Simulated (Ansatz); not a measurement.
A short molecular-dynamics run on BH₆NOSi.

```yaml
crystal:
  periodic: [false, false, false]
  atoms:
    - {symbol: B, position_ang: [-1.335424, 0.095455, 0.233719]}
    - {symbol: Si, position_ang: [0.278367, 0.342465, -0.815390]}
    - {symbol: N, position_ang: [0.001519, -0.743095, 0.678463]}
    - {symbol: O, position_ang: [1.433220, 1.469350, -0.482494]}
    - {symbol: H, position_ang: [-2.182128, -0.614088, -0.229823]}
    - {symbol: H, position_ang: [-1.628680, 0.936535, 1.033514]}
    - {symbol: H, position_ang: [0.796517, -0.582934, -1.863355]}
    - {symbol: H, position_ang: [-0.031928, -1.750201, 0.610538]}
    - {symbol: H, position_ang: [0.414517, -0.458827, 1.556060]}
    - {symbol: H, position_ang: [2.337220, 1.254040, -0.718131]}
basis:
  gaussian: {orbitals: "6-31G*"}
hamiltonian: {xc: {name: r2SCAN}}
md: {timestep: 1 fs, n_steps: 30, ensemble: nvt_langevin, temperature: 1500, initial_velocities: maxwell_boltzmann, friction: 0.01, seed: 235}
```

```sh
$ ansatz run in.yaml --threads 2 --pin off --events-out ev --progress --plain --max-ram 4352MiB
```

```tsv
step	time (fs)	potential energy (eV)	kinetic (eV)	T (K)	conserved (eV)
0	0.0	-12185.7839	1.7450	1350	–
1	1.0	-12185.6694	1.7103	1323	–
2	2.0	-12185.4602	1.4322	1108	–
3	3.0	-12185.3274	1.2829	993	–
4	4.0	-12185.3033	1.2006	929	–
5	5.0	-12185.2615	1.1083	857	–
6	6.0	-12185.1448	0.9666	748	–
7	7.0	-12184.9901	0.7592	587	–
8	8.0	-12184.8490	0.6765	523	–
9	9.0	-12184.7401	0.6016	465	–
10	10.0	-12184.7222	0.5272	408	–
11	11.0	-12184.8438	0.6722	520	–
12	12.0	-12185.0116	0.7782	602	–
13	13.0	-12185.1104	0.9610	743	–
14	14.0	-12185.1152	1.0675	826	–
15	15.0	-12185.1099	1.1129	861	–
16	16.0	-12185.1934	1.1510	890	–
17	17.0	-12185.3683	1.2484	966	–
18	18.0	-12185.4648	1.2958	1002	–
19	19.0	-12185.3996	1.2116	937	–
20	20.0	-12185.2602	1.1548	893	–
21	21.0	-12185.1432	0.9491	734	–
22	22.0	-12185.0764	0.8763	678	–
23	23.0	-12185.0759	0.9229	714	–
24	24.0	-12185.1202	0.9519	736	–
25	25.0	-12185.1743	0.9733	753	–
26	26.0	-12185.1710	0.9716	752	–
27	27.0	-12185.0534	0.9099	704	–
28	28.0	-12184.8759	0.7098	549	–
29	29.0	-12184.8035	0.6250	484	–
30	30.0	-12184.8433	0.6294	487	–
```

Velocities are drawn at the set temperature; a run this short doesn't reach equilibrium.

Frames (Å, forces in eV/Å):

```xyz
10
time=0.0 fs
B    -1.335    0.095    0.234   -0.187    0.085    0.008
Si    0.278    0.342   -0.815   -0.228   -0.035   -0.421
N     0.002   -0.743    0.678   -0.043   -0.089    0.064
O     1.433    1.469   -0.482   -0.010    0.525    0.214
H    -2.182   -0.614   -0.230   -0.048   -0.057   -0.014
H    -1.629    0.937    1.034   -0.013    0.035    0.057
H     0.797   -0.583   -1.863    0.032   -0.104   -0.054
H    -0.032   -1.750    0.611   -0.004   -0.308   -0.010
H     0.415   -0.459    1.556    0.115    0.076    0.252
H     2.337    1.254   -0.718    0.387   -0.127   -0.095
10
time=1.0 fs
B    -1.357    0.068    0.230    1.265    1.777    1.070
Si    0.287    0.353   -0.813   -1.006   -0.586   -0.499
N     0.006   -0.737    0.671   -0.304    0.110   -0.200
O     1.432    1.465   -0.484    0.036    0.947    0.337
H    -2.175   -0.593   -0.188   -1.289   -1.182   -0.779
H    -1.649    0.904    1.078    0.154   -0.309   -0.399
H     0.755   -0.604   -1.875    0.089    0.076    0.117
H    -0.025   -1.733    0.610    0.036   -0.885   -0.112
H     0.358   -0.461    1.567    0.321    0.266    0.624
H     2.343    1.269   -0.683    0.698   -0.214   -0.160
10
time=2.0 fs
B    -1.377    0.042    0.229    2.683    3.118    1.876
Si    0.296    0.363   -0.810   -1.801   -1.150   -0.591
N     0.009   -0.730    0.666   -0.305    0.364    0.155
O     1.431    1.461   -0.487    0.790    1.249    0.317
H    -2.178   -0.582   -0.160   -2.429   -2.153   -1.417
H    -1.662    0.863    1.120    0.207   -0.454   -0.693
H     0.708   -0.623   -1.888    0.160    0.249    0.289
H    -0.014   -1.720    0.610    0.091   -1.282   -0.171
H     0.306   -0.456    1.588    0.260    0.217    0.314
H     2.358    1.279   -0.654    0.343   -0.157   -0.079
10
time=3.0 fs
B    -1.396    0.021    0.229    3.108    3.443    2.026
Si    0.303    0.374   -0.808   -2.481   -1.683   -0.726
N     0.012   -0.723    0.659   -0.203    0.212    1.040
O     1.430    1.460   -0.489    1.791    1.470    0.269
H    -2.207   -0.589   -0.145   -2.572   -2.306   -1.536
H    -1.670    0.816    1.153    0.186   -0.416   -0.812
H     0.666   -0.639   -1.904    0.217    0.435    0.480
H    -0.003   -1.718    0.614    0.160   -1.093   -0.191
H     0.260   -0.445    1.618    0.093   -0.003   -0.571
H     2.376    1.290   -0.632   -0.300   -0.059    0.021
10
time=4.0 fs
B    -1.412    0.004    0.230    2.272    2.697    1.488
Si    0.309    0.385   -0.808   -3.049   -2.120   -0.844
N     0.015   -0.715    0.653   -0.210   -0.533    1.744
O     1.431    1.461   -0.491    2.545    1.679    0.275
H    -2.264   -0.622   -0.137   -1.470   -1.516   -1.081
H    -1.678    0.771    1.175    0.129   -0.288   -0.804
H     0.633   -0.644   -1.921    0.269    0.576    0.641
H     0.009   -1.727    0.617    0.215   -0.315   -0.185
H     0.216   -0.436    1.643    0.059   -0.176   -1.296
H     2.391    1.301   -0.609   -0.761   -0.004    0.062
10
time=5.0 fs
B    -1.426   -0.008    0.232    1.069    1.551    0.720
Si    0.315    0.395   -0.807   -3.552   -2.456   -0.897
N     0.018   -0.708    0.649   -0.294   -1.527    1.874
O     1.432    1.464   -0.493    2.841    1.920    0.344
H    -2.332   -0.673   -0.138    0.008   -0.427   -0.489
H    -1.679    0.728    1.191    0.019   -0.104   -0.692
H     0.607   -0.639   -1.936    0.322    0.644    0.739
H     0.026   -1.744    0.615    0.229    0.639   -0.150
H     0.177   -0.430    1.652    0.160   -0.226   -1.488
H     2.398    1.313   -0.586   -0.800   -0.016    0.039
10
time=6.0 fs
B    -1.437   -0.019    0.236    0.192    0.546   -0.006
Si    0.321    0.405   -0.805   -3.989   -2.677   -0.864
N     0.019   -0.703    0.648   -0.385   -2.239    1.303
O     1.436    1.466   -0.494    2.746    2.172    0.439
H    -2.397   -0.728   -0.142    1.138    0.429   -0.060
H    -1.678    0.685    1.200   -0.126    0.146   -0.460
H     0.588   -0.626   -1.944    0.371    0.633    0.769
H     0.049   -1.754    0.608    0.193    1.189   -0.094
H     0.136   -0.428    1.643    0.351   -0.122   -1.018
H     2.398    1.326   -0.562   -0.491   -0.076   -0.010
10
time=7.0 fs
B    -1.445   -0.029    0.238   -0.266   -0.154   -0.629
Si    0.326    0.415   -0.804   -4.352   -2.770   -0.697
N     0.020   -0.700    0.649   -0.470   -2.436    0.279
O     1.440    1.468   -0.495    2.626    2.383    0.516
H    -2.450   -0.773   -0.148    1.804    0.933    0.172
H    -1.680    0.646    1.200   -0.262    0.421   -0.139
H     0.575   -0.604   -1.942    0.430    0.513    0.681
H     0.071   -1.749    0.602    0.157    1.173   -0.032
H     0.094   -0.423    1.624    0.548    0.073   -0.109
H     2.400    1.343   -0.538   -0.215   -0.135   -0.044
10
time=8.0 fs
B    -1.452   -0.039    0.237   -0.424   -0.639   -1.204
Si    0.332    0.424   -0.804   -4.570   -2.677   -0.418
N     0.022   -0.699    0.650   -0.550   -2.019   -0.730
O     1.448    1.472   -0.496    2.304    2.490    0.558
H    -2.488   -0.802   -0.153    2.151    1.155    0.259
H    -1.690    0.611    1.188   -0.378    0.743    0.298
H     0.566   -0.576   -1.934    0.499    0.305    0.496
H     0.088   -1.729    0.594    0.171    0.581    0.019
H     0.059   -0.417    1.606    0.662    0.263    0.788
H     2.403    1.361   -0.513    0.133   -0.203   -0.066
10
time=9.0 fs
B    -1.457   -0.049    0.233   -0.394   -0.931   -1.700
Si    0.336    0.432   -0.802   -4.647   -2.415   -0.080
N     0.022   -0.699    0.653   -0.645   -1.060   -1.549
O     1.457    1.477   -0.496    1.781    2.493    0.555
H    -2.509   -0.812   -0.157    2.282    1.161    0.244
H    -1.709    0.579    1.169   -0.464    1.076    0.778
H     0.564   -0.545   -1.922    0.569    0.046    0.251
H     0.100   -1.701    0.580    0.243   -0.501    0.055
H     0.034   -0.411    1.592    0.703    0.401    1.513
H     2.404    1.372   -0.486    0.570   -0.270   -0.067
10
time=10.0 fs
B    -1.461   -0.061    0.228   -0.273   -0.911   -1.881
Si    0.340    0.439   -0.800   -4.604   -2.083    0.208
N     0.021   -0.700    0.654   -0.720   -0.054   -1.522
O     1.467    1.484   -0.494    1.434    2.416    0.530
H    -2.507   -0.806   -0.164    2.215    1.014    0.171
H    -1.731    0.559    1.154   -0.472    1.224    1.010
H     0.571   -0.517   -1.912    0.619   -0.200    0.021
H     0.115   -1.680    0.565    0.320   -1.393    0.083
H     0.018   -0.403    1.592    0.711    0.296    1.431
H     2.409    1.376   -0.460    0.770   -0.309   -0.051
10
time=11.0 fs
B    -1.463   -0.072    0.221   -0.109   -0.477   -1.491
Si    0.342    0.446   -0.797   -4.401   -1.725    0.404
N     0.018   -0.700    0.652   -0.712    0.273   -0.800
O     1.476    1.493   -0.493    1.597    2.233    0.522
H    -2.483   -0.792   -0.175    1.939    0.751    0.045
H    -1.757    0.552    1.150   -0.341    1.036    0.759
H     0.587   -0.491   -1.904    0.639   -0.388   -0.147
H     0.136   -1.677    0.546    0.311   -1.388    0.162
H     0.016   -0.399    1.607    0.702   -0.022    0.610
H     2.424    1.377   -0.434    0.375   -0.291   -0.064
10
time=12.0 fs
B    -1.464   -0.082    0.210    0.247    0.262   -0.704
Si    0.342    0.452   -0.793   -4.027   -1.362    0.537
N     0.015   -0.701    0.649   -0.583   -0.125   -0.043
O     1.487    1.502   -0.490    2.237    1.918    0.561
H    -2.437   -0.774   -0.189    1.365    0.313   -0.199
H    -1.787    0.554    1.152   -0.115    0.674    0.270
H     0.605   -0.472   -1.896    0.638   -0.517   -0.271
H     0.161   -1.688    0.535    0.190   -0.696    0.248
H     0.029   -0.402    1.625    0.642   -0.267   -0.252
H     2.450    1.372   -0.408   -0.595   -0.199   -0.146
10
time=13.0 fs
B    -1.465   -0.091    0.199    0.985    1.235    0.229
Si    0.340    0.457   -0.790   -3.500   -1.013    0.604
N     0.013   -0.702    0.646   -0.363   -0.951    0.485
O     1.498    1.510   -0.486    2.639    1.541    0.614
H    -2.376   -0.749   -0.204    0.389   -0.421   -0.643
H    -1.823    0.558    1.151    0.130    0.336   -0.151
H     0.630   -0.457   -1.888    0.606   -0.586   -0.346
H     0.183   -1.709    0.535   -0.014    0.315    0.298
H     0.052   -0.408    1.638    0.529   -0.359   -0.835
H     2.475    1.361   -0.380   -1.401   -0.098   -0.255
10
time=14.0 fs
B    -1.464   -0.097    0.189    1.986    2.359    1.262
Si    0.335    0.462   -0.786   -2.852   -0.664    0.613
N     0.011   -0.703    0.644   -0.121   -1.853    0.640
O     1.509    1.520   -0.482    2.237    1.209    0.607
H    -2.309   -0.724   -0.234   -0.842   -1.355   -1.253
H    -1.864    0.562    1.149    0.366    0.020   -0.513
H     0.666   -0.439   -1.883    0.526   -0.603   -0.356
H     0.202   -1.737    0.536   -0.239    1.310    0.334
H     0.082   -0.416    1.642    0.396   -0.337   -1.030
H     2.481    1.353   -0.352   -1.456   -0.086   -0.304
10
time=15.0 fs
B    -1.463   -0.102    0.181    2.679    3.202    2.137
Si    0.329    0.467   -0.781   -2.115   -0.353    0.486
N     0.009   -0.705    0.643    0.072   -2.409    0.569
O     1.521    1.532   -0.478    1.045    0.979    0.487
H    -2.248   -0.711   -0.286   -1.731   -2.054   -1.788
H    -1.903    0.566    1.144    0.538   -0.254   -0.797
H     0.711   -0.423   -1.882    0.383   -0.526   -0.242
H     0.217   -1.753    0.539   -0.401    1.822    0.291
H     0.116   -0.429    1.638    0.267   -0.200   -0.914
H     2.470    1.349   -0.327   -0.738   -0.208   -0.230
10
time=16.0 fs
B    -1.460   -0.105    0.173    2.505    3.237    2.366
Si    0.323    0.471   -0.776   -1.343   -0.060    0.294
N     0.007   -0.708    0.641    0.178   -2.466    0.469
O     1.534    1.544   -0.475   -0.582    0.878    0.268
H    -2.206   -0.713   -0.353   -1.702   -2.041   -1.823
H    -1.934    0.568    1.132    0.626   -0.432   -0.940
H     0.763   -0.406   -1.880    0.201   -0.432   -0.098
H     0.230   -1.753    0.548   -0.471    1.741    0.130
H     0.150   -0.447    1.628    0.158    0.022   -0.629
H     2.453    1.346   -0.308    0.431   -0.446   -0.037
10
time=17.0 fs
B    -1.456   -0.105    0.167    1.380    2.334    1.648
Si    0.317    0.474   -0.770   -0.579    0.175    0.063
N     0.004   -0.716    0.639    0.138   -1.888    0.350
O     1.547    1.555   -0.471   -1.742    0.774    0.110
H    -2.185   -0.738   -0.437   -0.710   -1.170   -1.039
H    -1.962    0.569    1.112    0.671   -0.543   -0.978
H     0.817   -0.393   -1.875   -0.008   -0.328    0.054
H     0.238   -1.736    0.558   -0.417    1.025   -0.099
H     0.180   -0.462    1.612    0.097    0.262   -0.221
H     2.446    1.338   -0.295    1.169   -0.641    0.112
10
time=18.0 fs
B    -1.451   -0.103    0.163    0.212    1.145    0.458
Si    0.311    0.477   -0.766    0.103    0.334   -0.194
N     0.000   -0.724    0.635   -0.036   -0.757    0.269
O     1.559    1.567   -0.468   -1.782    0.483    0.162
H    -2.174   -0.777   -0.531    0.371   -0.098    0.067
H    -1.990    0.568    1.083    0.666   -0.574   -0.887
H     0.864   -0.384   -1.871   -0.217   -0.209    0.213
H     0.245   -1.710    0.567   -0.246   -0.201   -0.341
H     0.208   -0.469    1.592    0.075    0.474    0.195
H     2.454    1.325   -0.281    0.855   -0.597    0.059
10
time=19.0 fs
B    -1.448   -0.101    0.159   -0.374    0.122   -0.673
Si    0.306    0.479   -0.760    0.668    0.437   -0.439
N    -0.004   -0.733    0.631   -0.156    0.512    0.596
O     1.569    1.580   -0.466   -1.389    0.111    0.319
H    -2.161   -0.821   -0.619    1.012    0.682    0.943
H    -2.011    0.560    1.043    0.540   -0.463   -0.618
H     0.906   -0.373   -1.866   -0.410   -0.113    0.342
H     0.252   -1.690    0.575   -0.039   -1.420   -0.552
H     0.241   -0.474    1.580   -0.037    0.549    0.163
H     2.466    1.306   -0.263    0.186   -0.417   -0.081
10
time=20.0 fs
B    -1.447   -0.100    0.153   -0.402   -0.716   -1.631
Si    0.301    0.482   -0.756    1.171    0.515   -0.659
N    -0.009   -0.743    0.626   -0.037    1.107    1.128
O     1.579    1.592   -0.463   -1.138   -0.230    0.467
H    -2.139   -0.862   -0.697    1.268    1.152    1.505
H    -2.025    0.544    1.000    0.268   -0.207   -0.193
H     0.952   -0.357   -1.862   -0.604   -0.044    0.444
H     0.254   -1.690    0.578    0.008   -1.822   -0.653
H     0.274   -0.478    1.575   -0.239    0.483   -0.208
H     2.473    1.283   -0.248   -0.294   -0.237   -0.199
10
time=21.0 fs
B    -1.448   -0.099    0.146   -0.106   -1.387   -2.380
Si    0.296    0.485   -0.752    1.597    0.575   -0.808
N    -0.013   -0.753    0.621    0.301    0.625    1.440
O     1.587    1.606   -0.460   -1.202   -0.473    0.538
H    -2.106   -0.893   -0.758    1.281    1.413    1.814
H    -2.036    0.528    0.958   -0.074    0.100    0.272
H     0.994   -0.343   -1.852   -0.767    0.002    0.493
H     0.252   -1.715    0.575   -0.209   -1.095   -0.630
H     0.299   -0.484    1.569   -0.403    0.380   -0.498
H     2.471    1.261   -0.238   -0.418   -0.140   -0.243
10
time=22.0 fs
B    -1.448   -0.098    0.137    0.257   -1.819   -2.813
Si    0.292    0.488   -0.749    1.894    0.638   -0.855
N    -0.019   -0.763    0.616    0.624   -0.078    1.553
O     1.595    1.619   -0.457   -1.337   -0.689    0.573
H    -2.061   -0.913   -0.796    1.151    1.520    1.917
H    -2.051    0.517    0.919   -0.356    0.335    0.630
H     1.020   -0.332   -1.838   -0.847    0.010    0.469
H     0.242   -1.748    0.565   -0.444   -0.128   -0.548
H     0.319   -0.491    1.562   -0.520    0.272   -0.666
H     2.463    1.237   -0.228   -0.421   -0.062   -0.260
10
time=23.0 fs
B    -1.449   -0.100    0.126    0.594   -1.971   -2.860
Si    0.287    0.492   -0.746    2.076    0.727   -0.799
N    -0.024   -0.774    0.614    0.810   -0.601    1.440
O     1.602    1.630   -0.455   -1.265   -0.982    0.661
H    -2.001   -0.920   -0.814    0.894    1.482    1.831
H    -2.070    0.506    0.888   -0.511    0.439    0.792
H     1.034   -0.320   -1.819   -0.852   -0.043    0.359
H     0.226   -1.781    0.552   -0.581    0.682   -0.416
H     0.337   -0.495    1.551   -0.578    0.151   -0.675
H     2.454    1.208   -0.210   -0.589    0.115   -0.331
10
time=24.0 fs
B    -1.449   -0.102    0.115    0.883   -1.843   -2.520
Si    0.281    0.495   -0.743    2.209    0.797   -0.726
N    -0.028   -0.785    0.614    0.791   -0.851    1.020
O     1.608    1.639   -0.454   -1.097   -1.299    0.792
H    -1.927   -0.914   -0.813    0.507    1.279    1.527
H    -2.096    0.493    0.865   -0.514    0.405    0.759
H     1.045   -0.309   -1.798   -0.843   -0.105    0.229
H     0.210   -1.807    0.537   -0.619    1.173   -0.274
H     0.353   -0.495    1.530   -0.508    0.091   -0.371
H     2.442    1.178   -0.187   -0.807    0.353   -0.437
10
time=25.0 fs
B    -1.446   -0.102    0.102    1.070   -1.338   -1.732
Si    0.275    0.497   -0.741    2.331    0.897   -0.651
N    -0.033   -0.796    0.615    0.623   -0.794    0.497
O     1.613    1.647   -0.452   -1.093   -1.549    0.865
H    -1.841   -0.896   -0.798   -0.025    0.821    0.911
H    -2.129    0.483    0.846   -0.335    0.223    0.536
H     1.049   -0.305   -1.780   -0.819   -0.151    0.121
H     0.195   -1.819    0.520   -0.579    1.270   -0.159
H     0.359   -0.497    1.509   -0.321    0.106    0.108
H     2.426    1.152   -0.166   -0.853    0.513   -0.499
10
time=26.0 fs
B    -1.441   -0.105    0.089    1.139   -0.396   -0.463
Si    0.269    0.499   -0.739    2.421    1.043   -0.547
N    -0.039   -0.807    0.618    0.389   -0.386    0.057
O     1.617    1.654   -0.449   -1.346   -1.655    0.833
H    -1.755   -0.872   -0.775   -0.650    0.041   -0.074
H    -2.163    0.480    0.830   -0.010   -0.069    0.172
H     1.047   -0.302   -1.764   -0.759   -0.210    0.006
H     0.176   -1.821    0.503   -0.454    0.987   -0.079
H     0.358   -0.501    1.494   -0.105    0.126    0.560
H     2.402    1.131   -0.148   -0.624    0.519   -0.465
10
time=27.0 fs
B    -1.432   -0.108    0.076    1.057    0.840    1.106
Si    0.265    0.501   -0.738    2.475    1.215   -0.439
N    -0.044   -0.817    0.619    0.246    0.448    0.023
O     1.621    1.660   -0.446   -1.614   -1.726    0.774
H    -1.674   -0.848   -0.755   -1.241   -0.988   -1.332
H    -2.198    0.477    0.817    0.382   -0.390   -0.231
H     1.042   -0.300   -1.749   -0.677   -0.276   -0.114
H     0.151   -1.814    0.481   -0.246    0.375   -0.022
H     0.358   -0.503    1.488   -0.035    0.006    0.642
H     2.375    1.108   -0.130   -0.347    0.496   -0.406
10
time=28.0 fs
B    -1.420   -0.111    0.064    0.781    1.848    2.393
Si    0.262    0.503   -0.738    2.517    1.394   -0.337
N    -0.050   -0.825    0.619    0.295    1.459    0.471
O     1.623    1.665   -0.441   -1.783   -1.806    0.714
H    -1.602   -0.831   -0.747   -1.620   -1.848   -2.413
H    -2.230    0.467    0.803    0.708   -0.617   -0.536
H     1.031   -0.307   -1.732   -0.574   -0.318   -0.232
H     0.125   -1.803    0.457   -0.027   -0.380   -0.019
H     0.357   -0.508    1.494   -0.142   -0.222    0.323
H     2.351    1.091   -0.113   -0.155    0.491   -0.364
10
time=29.0 fs
B    -1.406   -0.111    0.054    0.297    1.893    2.600
Si    0.261    0.506   -0.738    2.554    1.520   -0.284
N    -0.057   -0.829    0.618    0.450    2.073    0.943
O     1.625    1.668   -0.436   -2.183   -1.664    0.514
H    -1.550   -0.834   -0.764   -1.649   -1.826   -2.493
H    -2.250    0.451    0.789    0.882   -0.710   -0.703
H     1.013   -0.327   -1.715   -0.460   -0.311   -0.335
H     0.101   -1.796    0.436    0.115   -0.846   -0.030
H     0.358   -0.517    1.502   -0.289   -0.396   -0.016
H     2.323    1.081   -0.096    0.283    0.266   -0.196
10
time=30.0 fs
B    -1.391   -0.109    0.047   -0.257    1.104    1.843
Si    0.259    0.508   -0.740    2.608    1.572   -0.310
N    -0.064   -0.831    0.617    0.667    2.020    1.192
O     1.625    1.669   -0.430   -2.745   -1.327    0.196
H    -1.515   -0.852   -0.805   -1.463   -1.029   -1.654
H    -2.259    0.429    0.776    0.920   -0.692   -0.754
H     0.994   -0.352   -1.701   -0.375   -0.246   -0.382
H     0.078   -1.799    0.419    0.163   -0.746    0.048
H     0.360   -0.526    1.507   -0.421   -0.510   -0.267
H     2.291    1.072   -0.083    0.903   -0.145    0.089
```

Run time 74 s (2 threads of an Arm Neoverse V1 on a shared host); peak host memory 0.39 GiB.
